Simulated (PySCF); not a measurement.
Run record: geometry optimisation, `[Cl][Ti]([Cl])([Cl])[Cl]`.

Method: PBE0-D3(BJ)/def2-SVP geometry optimisation, gas phase (PySCF 2.14.0). Start geometry: GFN2-xTB. The command runs a driver script over a list of jobs; the input below is this job's line of settings and its coordinates in Å.

Command:
```bash
OMP_NUM_THREADS=1 python probes_run.py task.json out
```

Input:
```
{"job": {"xc": "PBE0", "basis": "def2-SVP", "d3": "d3bj", "grid": 1, "shake": 0.01, "kind": "geom"}, "charge": 0, "multiplicity": 1}
Cl     1.354130     0.979150    -1.294160
Ti    -0.003020    -0.004320    -0.005880
Cl    -1.172960    -1.378880    -1.119340
Cl    -1.242570     1.405930     0.915020
Cl     1.097990    -1.035850     1.466470
```

Output:
```
step   0  E = -2689.04838195  max force = 0.017847
step   1  E = -2689.05039231  max force = 0.009423
step   2  E = -2689.05165667  max force = 0.003058
step   3  E = -2689.05174990  max force = 0.000474
step   4  E = -2689.05175071  max force = 0.000282
optimisation converged
```

Energies in Eh; «max force» is the largest Cartesian gradient component in Eh/bohr.

Problem. How much energy does the optimisation release, in kJ/mol?

Solution. E(step 0) − E(last step) = 0.003369 Eh, which is 8.8 kJ/mol.

Problem. Give the first gradient maximum in eV/Å.

Solution. With 1 Eh/bohr = 51.422 eV/Å, 0.918 eV/Å.

Summary of the converged run: final energy -2689.05175 Eh after 4 steps; dipole 0.01 D.

Problem. Give the final coordinates.

Solution. 0.044 Å rms from the input after alignment:
```
atom  x, y, z in Å
Cl1    1.3237    1.0452   -1.2114
Ti2   -0.0914    0.0408    0.0653
Cl3   -1.2925   -1.2874   -1.1265
Cl4   -1.3732    1.4902    1.0120
Cl5    0.9565   -1.0810    1.5767
```

Problem. Estimate the wall time. Hardware: Arm Neoverse N1, one thread, no GPU, shared host with 64 logical CPUs at a one-minute load of 54. And the peak memory of the process?

Solution. About 41 s, with 0.43 GiB resident at the peak, the Python interpreter and its libraries included.
Labels such as C1 count atoms from 1, the log's own numbers from 0.
